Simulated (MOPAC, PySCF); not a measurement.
CH$_{15}$Ge$_{6}$NO, SMILES `[CH]([GeH2][GeH2][GeH2][GeH2][GeH2][GeH2][NH2])=O`, neutral singlet in the gas phase. 

Cartesian coordinates (Å):
```xyz
24

N      5.6225     1.5724    -0.3971
Ge     4.2341     1.1779     0.7496
Ge     2.7640    -0.6242     0.0086
Ge     0.9701    -1.1021     1.5737
Ge    -0.4414    -2.9180     0.8001
Ge    -2.2385    -3.3959     2.3595
Ge    -3.6306    -5.2272     1.5801
C     -5.0929    -5.5619     2.9088
O     -6.1635    -5.0255     2.8288
H      6.2683     0.7994    -0.5402
H      5.3185     1.8983    -1.3118
H      4.8689     0.7869     2.0982
H      3.4088     2.4693     0.9090
H      2.1336    -0.2678    -1.3567
H      3.5804    -1.9197    -0.2007
H      1.5621    -1.4827     2.9473
H      0.1007     0.1569     1.7750
H      0.4106    -4.1911     0.6139
H     -1.0494    -2.5564    -0.5710
H     -3.1191    -2.1444     2.5462
H     -1.6429    -3.7665     3.7340
H     -4.2761    -4.8739     0.2301
H     -2.7714    -6.5019     1.4415
H     -4.8610    -6.2577     3.7636
```
Charge 0, spin multiplicity 1.

All levels are single points at this geometry (PBE0-D4/def2-SVP); Pople sets use spherical d functions. Orbital energies aren't observables, and empty levels follow the basis.

B3LYP/LANL2DZ in PySCF gives HOMO (eV) = -6.35.

**Question.** Estimate the HOMO (eV) from each of these levels: PBE0-D4/def2-TZVP in PySCF; B3LYP/6-31G* in PySCF; BP86/6-31G* in PySCF; SVWN5/6-31G* in PySCF; HF/6-31G* in PySCF; HF/STO-3G in PySCF; AM1 in MOPAC; PM6 in MOPAC.

**Answer.** 
```
level                       HOMO (eV)
--------------------------  ---------
PBE0-D4/def2-TZVP in PySCF      -6.65
B3LYP/6-31G* in PySCF           -6.18
BP86/6-31G* in PySCF            -5.31
SVWN5/6-31G* in PySCF           -5.30
HF/6-31G* in PySCF              -8.93
HF/STO-3G in PySCF              -6.80
AM1 in MOPAC                    -9.75
PM6 in MOPAC                    -8.89
```
